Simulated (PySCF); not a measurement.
EPR parameters of C2H2BF2

Compound: C₂H₂BF₂ (doublet state).
Cartesian coordinates in Å at the PBE0-D3(BJ)/def2-SVP level; atoms count from 1:
```
atom  x, y, z in Å
C1    -1.324   -0.477    0.303
C2    -0.110   -0.038    0.135
B3     1.299    0.470   -0.058
F4     1.744    1.531    0.597
F5     2.137   -0.127   -0.889
H6    -1.574   -1.221    1.075
H7    -2.164   -0.128   -0.318
```

The species is `C=[C]B(F)F` [radical].

Method: UKS B3LYP, IGLO-III on B C F, pcH-1 on H, non-relativistic, mean-field spin-orbit, GIAO (PySCF 2.14.0). Geometry: PBE0-D3(BJ)/def2-SVP; no solvent, vibrations or thermal averaging. Stability of the SCF solution: not tested.

```json
{"g1, g2, g3": "2.00216, 2.00256, 2.00329", "g_iso": "2.00267", "Form of g": "rhombic: the two nearest values differ by 35 % of g3 − g1", "⟨S²⟩": "0.7572 (exact 0.7500)", "Basis functions": "195"}
```

Hyperfine couplings atom by atom, in G; T1 to T3 are the principal values of the dipolar part; ρ(0) is the spin density at the nucleus (MHz turned into gauss with g_iso; 10 G = 1 mT):

```tsv
atom	isotope	a_iso	T1	T2	T3	Mulliken spin population	ρ(0) (bohr⁻³)
C1	13C	-19.1	-5.2	1.7	3.5	-0.15	-0.0475
C2	13C	15.1	-25.8	-19.7	45.5	0.84	0.0377
B3	11B	-11.7	-3.8	-0.9	4.7	0.13	-0.0228
F4	19F	8.0	-21.5	-18.9	40.4	0.02	0.0053
F5	19F	8.0	-21.5	-18.9	40.4	0.02	0.0053
H6	1H	58.9	-1.5	-1.1	2.7	0.07	0.0369
H7	1H	58.8	-1.5	-1.1	2.7	0.07	0.0368
```

Largest spin populations (Mulliken): C2 (+0.84), C1 (-0.15), B3 (+0.13) and H6 (+0.07). No atom but C2 exceeds +0.15.

Axes: g2 points within 1° of the C2–B3 bond.

Under fast tumbling the dipolar parts average out, and these isotropic splittings remain: 2 × 1H (H6/H7, I = 1/2, 3 lines) with 5.88 mT, 1 × 11B (B3, I = 3/2, 4 lines) with 1.17 mT and 2 × 19F (F4/F5, I = 1/2, 3 lines) with 0.80 mT.

Nuclei that the bonding pattern makes equivalent are averaged, as if the motion that swaps them (rotation, inversion, ring flip) were fast.

Main isotope only: 11B (natural samples also hold 20 % 10B, magnetic too, which adds its own pattern).

The 13C coupling of C1 (-53.4 MHz) shows only in satellite lines or after enrichment, since that isotope makes up about 1.07 % of natural carbon.

Examples of negative spin density at the nucleus (bohr⁻³): C1 (-0.0475) and B3 (-0.0228).
